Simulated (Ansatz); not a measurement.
Diatomic TeO, multiplicity 3 (the spin of the measured ground state). No spin–orbit coupling.

D_e counts from the fitted minimum to each atom's lowest state at the same level, without counterpoise.

Correlated levels freeze the inner cores; with def2 sets outer-core shells near the valence are correlated too.

Codes used: Ansatz (Gaussian orbitals). Values without a source in brackets are computed. In def2 rows elements past Kr take small-core potentials, without spin–orbit coupling.

PBE/def2-TZVPP gives 110.73 kcal/mol for the bond energy D_e.

**Question.** Where do these levels fall relative to PBE: r2SCAN/def2-TZVPP, B3LYP/def2-TZVPP, wB97M-V/def2-TZVPP, B2PLYP/def2-TZVPP, CCSD(T)/def2-QZVPP.

**Answer.** r2SCAN/def2-TZVPP -11.12; B3LYP/def2-TZVPP -15.81; wB97M-V/def2-TZVPP -20.38; B2PLYP/def2-TZVPP -14.38; CCSD(T)/def2-QZVPP -17.27 kcal/mol. 0 of 5 lie above PBE; the widest gap is to wB97M-V/def2-TZVPP.

Ansatz is a quantum-chemistry and plane-wave program.
